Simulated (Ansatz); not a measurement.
Calculated with Ansatz (gas phase, PBE0-D4/def2-TZVP geometries, no zero-point term in ΔE). CCSD(T)/CBS adds triple-zeta CCSD(T) − MP2 to the extrapolated MP2 energy (def2 sets, frozen cores). Double bonds are as drawn, so ΔE can hold a change between cis and trans. Functionals use def2-TZVPP. One conformer a species, not always the lowest.

`CC(C)[Si]N` + `N/C=C/C=O` → `CN/C=C/C=O` + `CC[Si]N`  (substitution at a C–C bond)

| species | BLYP energy (Eh) |
| --- | --- |
| `CC(C)[Si]N` | -463.96133 |
| `N/C=C/C=O` | -247.31383 |
| `CN/C=C/C=O` | -286.60830 |
| `CC[Si]N` | -424.66307 |

(1) Work out ΔE.

Largest T1 diagnostic among the species: 0.016.

Answers

(1) ΔE = (-286.60830) + (-424.66307) − (-463.96133) − (-247.31383) = 0.00379 Eh = +0.10 eV. CCSD(T)/CBS gives +0.23 eV.

At CCSD(T), def2-SVP lies −0.07 eV from the extrapolated value and def2-TZVPP −0.02 eV. From BLYP to BHLYP (50 % exact exchange), in def2-TZVPP and without D4, ΔE moves by +0.04 eV. The D4 term adds +0.05 eV with B3LYP and +0.03 eV with PBE0; it sums over pairs of atoms, weighted by their polarisabilities, and B3LYP, whose exchange is more repulsive, gets the larger term.

B3LYP here is the variant with VWN-RPA as its local correlation; programs differ in this.
